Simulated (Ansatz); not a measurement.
`[SeH][SnH2][SeH]` + `[CH3][SnH3]` → `[CH3][SnH2][SeH]` + `[SeH][SnH3]`  (formal exchange of groups at the Se–Sn bond)

Calculated with Ansatz (gas phase, PBE0-D4/def2-TZVP geometries, no zero-point term in ΔE). CBS: MP2 limit from def2 TZ/QZ plus the TZ coupled-cluster correction, frozen cores. Functionals use def2-TZVPP. def2 core potentials past Kr. For Se, Sn outer-core shells are correlated without core-valence functions, which leaves a few kJ/mol of doubt a bond. Scalar relativity is left out up to krypton. One conformer a species, not always the lowest.

Problem. Is it downhill or uphill in electronic energy at CCSD(T)/CBS, and by how much? (An estimate is asked.)

Solution. Computed: Nearly level: ΔE = -1.5 kJ/mol.

Problem. What do these levels give: BLYP-D4, PBE0-D4, r2SCAN0-D4, PBE-QIDH, BHLYP, MP2/CBS(def2)? (Best estimate.)

Solution. The calculation gave: BLYP-D4 1.8, PBE0-D4 -0.5, r2SCAN0-D4 -1.2, PBE-QIDH -1.6, BHLYP -2.4, MP2/CBS(def2) -0.9 kJ/mol.

Largest T1 diagnostic among the species: 0.012.

In def2-TZVPP, CCSD(T) changes the Hartree–Fock value by +3.3 kJ/mol (the triples alone add +0.7 kJ/mol) and MP2 by +4.0 kJ/mol. Leaving LDA and LC-ωPBE aside and taking each functional with its dispersion term where it has one, the values, not all of them listed here, spread over 4.1 kJ/mol, from ωB97X-V to BLYP-D4.
